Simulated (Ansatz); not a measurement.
One change: `C[SiH2][GaH][Cl]` becomes `[SiH3][GaH][Cl]`.

Ansatz, PBE0-D4/def2-TZVP geometries, multiplicity 1. Each molecule was computed in one conformer, which needn't be the lowest.

Scalar relativity is left out up to krypton.

```tsv
property	`C[SiH2][GaH][Cl]`
ideal-gas entropy at 298 K and 1 bar (rigid rotor, harmonic PBE0-D4/def2-TZVP) / J/(mol·K)	382
HOMO–LUMO gap (PBE0/def2-TZVPP) / eV	5.58
HOMO–LUMO gap (B3LYP/def2-TZVPP) / eV	5.15
LUMO energy (PBE/def2-TZVPP) / eV	-2.72
zero-point energy (PBE0-D4/def2-TZVP) / kJ/mol	162.0
HOMO–LUMO gap (ωB97M-V/def2-TZVPP) / eV	9.34
```

Q: Give the same properties after the change, and the shifts. (An estimate is asked.)

A: Computed: 
```
                                                                                  property  `[SiH3][GaH][Cl]`  shift
ideal-gas entropy at 298 K and 1 bar (rigid rotor, harmonic PBE0-D4/def2-TZVP) / J/(mol·K)                345    -37
                                                      HOMO–LUMO gap (PBE0/def2-TZVPP) / eV               5.71   0.13
                                                     HOMO–LUMO gap (B3LYP/def2-TZVPP) / eV               5.26   0.11
                                                         LUMO energy (PBE/def2-TZVPP) / eV              -2.89  -0.17
                                            zero-point energy (PBE0-D4/def2-TZVP) / kJ/mol               84.9  -77.1
                                                   HOMO–LUMO gap (ωB97M-V/def2-TZVPP) / eV               9.49   0.15
```

With PBE0 the HOMO falls by 0.28 eV and the LUMO falls by 0.16 eV, so the gap widens by about 0.12 eV. PBE moves the HOMO by -0.27 eV and ωB97M-V by -0.29 eV. The zero-point energy changes by -77.1 kJ/mol with -9 modes. Modes under 60 cm⁻¹, often nearly free rotors, make the harmonic entropy too high.

B3LYP here is the variant with VWN-RPA as its local correlation; programs differ in this.
